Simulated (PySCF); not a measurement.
Al(H)(Br)(OH) (AlBrH2O), SMILES [OH][AlH][Br]. Atoms are numbered in the order given.

```xyz
5

Al    -0.5630    -1.1098     0.0000
H     -2.0761    -1.5021     0.0000
Br     0.0882     1.0511     0.0000
O      0.5956    -2.3349     0.0000
H      1.5417    -2.1802     0.0000
```

Geometry: r2SCAN-D4/def2-TZVP. One conformer was computed; it need not be the lowest.

Level of theory: r2SCAN-D4/def2-TZVP run with PySCF 2.14.0.

Frequencies are harmonic and unscaled.

```tsv
mode	ν (cm⁻¹)	IR (km/mol)	moving atoms (share of kinetic energy)
1	177	17.5	O 48 %, Al 23 %, Br 15 %, H 15 %
2	375	193.8	H 75 %, O 15 %, Al 10 %
3	400	33.7	Al 61 %, Br 26 %
4	485	25.5	H 89 %, Al 11 %
5	596	31.0	H 86 %, O 13 %
6	678	374.0	H 83 %, Al 9 %, O 8 %
7	879	83.6	O 51 %, Al 39 %, H 10 %
8	2012	120.0	H 96 %
9	3900	80.7	H 94 %
```
